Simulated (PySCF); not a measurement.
C$_{2}$H$_{6}$Cd, charge +1, doublet (typed; the unrestricted solution is spin-contaminated), at a GFN2-xTB geometry (such geometries of metal compounds can be far from the true shape) (a state made from the parent by changing its charge; the spin is typed, not shown lowest) (all electrons, no relativity). Base run: HF/3-21G (PySCF).

Input for PySCF:
```python
from pyscf import gto, scf

mol = gto.Mole()
mol.atom = '''
    Cd   -0.000373    0.003440    0.000232
    C     1.731822    0.272763   -1.393984
    H     2.382563   -0.580095   -1.208486
    H     2.178864    1.225476   -1.115331
    H     1.297607    0.275399   -2.392319
    C    -1.729961   -0.289934    1.392828
    H    -2.186480   -1.229659    1.086646
    H    -2.373819    0.573870    1.236471
    H    -1.292009   -0.327068    2.388840
'''
mol.basis = '3-21g'
mol.charge = 1
mol.spin = 1
mol.verbose = 4
mol.build()

mf = scf.UHF(mol)
mf.kernel()
mf.analyze()
```

Variants of this job, named by their change:

```tsv
change	basis functions	E (Eh)	HOMO (eV)
base	66	-5518.32222	-13.73
basis = x2c-TZVPall; relativity = none	161	-5462.33052	-13.36
basis = ANO-RCC-VDZP; relativity = none	101	-5409.34330	-12.92
basis = x2c-TZVPall; relativity = spin-free X2C; nucleus = Gaussian (with mol.nucmod = 'G')	161	-5670.28322	-14.12
basis = ANO-RCC-VDZP; relativity = spin-free X2C	101	-5670.23858	-14.23
basis = x2c-SVPall; relativity = spin-free X2C; nucleus = Gaussian (with mol.nucmod = 'G')	114	-5669.65414	-14.25
basis = x2c-TZVPall; relativity = spin-free X2C	161	-5670.39223	-14.12
basis = x2c-SVPall; relativity = spin-free X2C	114	-5669.75209	-14.25
basis = ANO-RCC-VDZP; relativity = spin-free X2C; nucleus = Gaussian (with mol.nucmod = 'G')	101	-5670.10849	-14.23
basis = x2c-SVPall; relativity = none	114	-5440.06589	-12.81
```

Totals shift with the method and basis; they matter in differences.

Open shells are given as the SCF converged; they aren't shown to be the lowest states, and a large step between rows can be another state.

Basis sets contracted for a relativistic Hamiltonian are a mismatch without it, so the rows without relativity aren't non-relativistic limits. No row has spin-orbit coupling; sets with core potentials leave out the core electrons.
